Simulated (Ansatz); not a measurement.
Consider the ligand exchange at the Si–Cl bond: `O[SiH]([SiH3])Cl` + CH₃OH → `CO[SiH](O)[SiH3]` + HCl.

Program: Ansatz. Geometries: PBE0-D4/def2-TZVP. ΔE: electronic, gas phase. CCSD(T)/CBS adds triple-zeta CCSD(T) − MP2 to the extrapolated MP2 energy (def2 sets, frozen cores). This one scheme is used for every species. Functionals use def2-TZVPP. One conformer a species, not always the lowest.

Is it downhill or uphill in electronic energy at CCSD(T)/CBS, and by how much? (An estimate is asked.)

Ansatz gave: Nearly level: ΔE = -0.4 kJ/mol.

What do these levels give: BHLYP-D4, PBE0, BHLYP, CCSD/def2-SVP, MP2/def2-TZVPP, MP2/CBS(def2)? (Best estimate.)

The calculation gave: BHLYP-D4 -1.9, PBE0 7.7, BHLYP -0.9, CCSD/def2-SVP -2.1, MP2/def2-TZVPP -1.9, MP2/CBS(def2) 3.0 kJ/mol.

What do rigid-rotor, harmonic-oscillator terms from PBE0-D4/def2-TZVP frequencies (298.15 K, 1 bar) make of the CCSD(T)/CBS value? (Best estimate.)

Ansatz gave: ΔZPE = -9.3 kJ/mol, ΔH = -7.4 kJ/mol, ΔS = -13 J/(mol·K), ΔG = -3.4 kJ/mol.

Largest T1 diagnostic among the species: 0.012.

Leaving LDA and LC-ωPBE aside and taking each functional with its dispersion term where it has one, the values, not all of them listed here, spread over 12.2 kJ/mol, from CAM-B3LYP-D4 to HSE06-D4. LDA lies −8.9 kJ/mol from PBE without D4.
